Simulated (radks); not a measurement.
Problem. The mean radii <r> (bohr) of the occupied orbitals of an atom or ion are listed with their occupations. Method: scalar-relativistic Kohn-Sham, LDA (Slater exchange, Perdew-Zunger correlation), spin-polarised, spherical densities, finite nucleus; Fermi nuclear charge, rms radius of each element as measured or else 0.836 A^(1/3) + 0.57 fm; computed with a radial shooting solver on a logarithmic mesh with Libxc functionals.

orbital  occ.      <r>
1s up       1  0.02974
1s down     1  0.02974
2s up       1   0.1286
2s down     1   0.1286
2p up       3   0.1122
2p down     3   0.1122
3s up       1   0.3492
3s down     1   0.3492
3p up       3   0.3476
3p down     3   0.3476
3d up       5   0.3246
3d down     5   0.3246
4s up       1   0.8476
4s down     1   0.8475
4p up       3   0.9217
4p down     3   0.9215
4d up       5    1.187
4d down     5    1.183
5s up       1    2.600
5s down     1    2.587
5p up       1    3.644

Name the element and its charge. Open shells, if any, are filled with parallel spins first.

Solution. Z = 49, indium, charge 0: In in [Kr] 4d10 5s2 5p1. The 1s radius gives Z: for a bare nucleus <r> = (2 gamma + 1)/(2Z) with gamma = sqrt(1 - (Z/c)^2), 0.02926 bohr for Z = 49, and screening makes it slightly larger (0.02974 here). The occupations add up to 49, and the charge is Z minus that.
